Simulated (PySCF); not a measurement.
H2Te, charge -1, doublet, at the geometry of the source list (a state made from the parent by changing its charge; the spin is typed, not shown lowest) (core potentials on Te) (in this run its highest filled SCF level lies above zero, so its values depend strongly on the basis, on diffuse functions most of all), with bond 3-1 at 2.0 times its length. Base run: B3LYP/def2-SVP in PySCF.

PySCF was given this input:
```python
from pyscf import gto, scf, dft

mol = gto.Mole()
mol.atom = '''
    Te   -0.001700    0.789100    0.000000
    H    -1.139100   -0.398000    0.000000
    H     2.283300   -1.571100    0.000000
'''
mol.basis = 'def2-svp'
mol.ecp = {'Te': 'def2-svp'}
mol.charge = -1
mol.spin = 1
mol.verbose = 4
mol.build()

mf = dft.UKS(mol)
mf.xc = 'b3lyp'
mf.kernel()
mf.analyze()
```

The base run was repeated with changes; each row names its change, and settings that it needs were set with it.

```csv
change,ΔE vs base (µEh),SCF cycles,<S^2>,outcome
base,0.0,12,0.754,converged
diis = off; damp = 0.3 (with mf.diis_start_cycle = 200; with mf.max_cycle = 150),0.0,48,0.754,converged
level_shift = 0.5 (with mf.max_cycle = 100),0.0,53,0.754,converged
DIIS = ADIIS,0.0,18,0.754,converged
level_shift = 0.3 (with mf.max_cycle = 100),0.0,94,0.754,converged
init_guess = atom,0.0,10,0.754,converged
conv_tol = 1e-7,0.0,11,0.754,converged
diis = off; damp = 0.6 (with mf.diis_start_cycle = 200; with mf.max_cycle = 150),0.0,29,0.754,converged
DIIS = EDIIS,-,50,-,not converged
init_guess = 1e,0.0,12,0.754,converged
diis_space = 2,0.0,20,0.754,converged
init_guess = vsap,-,-,-,input refused
level_shift = 0.1 (with mf.max_cycle = 100),0.0,19,0.754,converged
```

Open shells are given as the SCF converged; they aren't shown to be the lowest states, and a large step between rows can be another state.

- init_guess = vsap: ended with `AssertionError: ECP or PP not supported`
